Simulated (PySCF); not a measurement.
Molecule: Si(Cl)2(Et)(Vi), SMILES Cl[Si](CC)(Cl)C=C (C₄H₈Cl₂Si). Atoms near the plane z = 0.0 Å, at the GFN2-xTB optimised geometry (x, y, z in Å): C1 (2.1, -0.9, 0.9), C2 (1.4, -0.3, 0.0), Si3 (-0.5, -0.3, 0.0), Cl4 (-1.2, 1.7, 0.0), H9 (3.2, -0.8, 0.9), H10 (1.8, 0.2, -0.8), H13 (-3.2, -1.7, 0.6).

Method: PBE0/def2-TZVP in PySCF. Cells within 0.4 Å of a nucleus heavier than hydrogen are left out (blank, or x). The values are rescaled to run from 0 to 1.

```
|0000000000000000000000000000000|
|0000000000000000000000000000000|
|0000000000000000000000000000000|
|0000000000000000000000000000000|
|0000000000000000000000000000000|
|0000000001222221000000000000000|
|0000000023344433100000000000000|
|0000000234566654310000000000000|
|0000001346788775421000000000000|
|0000002357899986532100000000000|
|00000024679xx987532221100000000|
|00000124679xx987543333210000000|
|0000012457899987555554321000000|
|0000012346788887666766432100000|
|0000112345678887788887543210000|
|0000123334678xx889xx97654321000|
|0001233444678xx989xx98765431000|
|0002344545677998889998766532000|
|0012455655567777777887765432000|
|0013456655566665566776655431000|
|0012456654455554445555544320000|
|0002345544344443333444432100000|
|0001234433233332222233221000000|
|0000122221122211001111100000000|
|0000000000001100000000000000000|
|0000000000000000000000000000000|
|0000000000000000000000000000000|
|0000000000000000000000000000000|
|0000000000000000000000000000000|
|0000000000000000000000000000000|
|0000000000000000000000000000000|
```
Scale: ten equal steps from 0.000 (start of '0') to 1.00 (end of '9'), in the order '0123456789'; x runs from -5.50 to 5.50, y from -5.50 (bottom) to 5.50 (top).

Q: Which quantity is mapped?
A) log10 of the electron density
B) Laplacian of the electron density
C) an orbital amplitude
D) deformation density (molecule minus spherical neutral atoms)

A: A, log10 of the electron density. In full: log10 of the electron density (e/bohr³), floored at −4.
